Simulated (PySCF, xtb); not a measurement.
C3H7ClOSi, SMILES C=C(Cl)[Si@@H](C)O. Other conformers were not sampled.

Harmonic wavenumbers (cm⁻¹) from GFN2-xTB (xtb) at its own minimum, in rising order: 30, 93, 109, 157, 196, 247, 266, 335, 377, 539, 641, 680, 691, 736, 773, 795, 827, 841, 891, 907, 1079, 1369, 1384, 1473, 1478, 1653, 2239, 3041, 3054, 3054, 3090, 3121, 3668.

Question: What does TPSSh-D3(BJ)/def2-SVP in PySCF give at its own minimum? (An estimate is asked for; the answer gives what the named calculation found.)

Answer: 60, 118, 147, 170, 227, 251, 278, 350, 410, 545, 669, 707, 720, 765, 767, 833, 849, 886, 928, 941, 1099, 1284, 1392, 1448, 1450, 1663, 2244, 3036, 3134, 3136, 3137, 3240, 3839. Paired by order, the mean absolute difference is 36 cm⁻¹ and the zero-point energies are 56.9 and 58.2 kcal/mol.
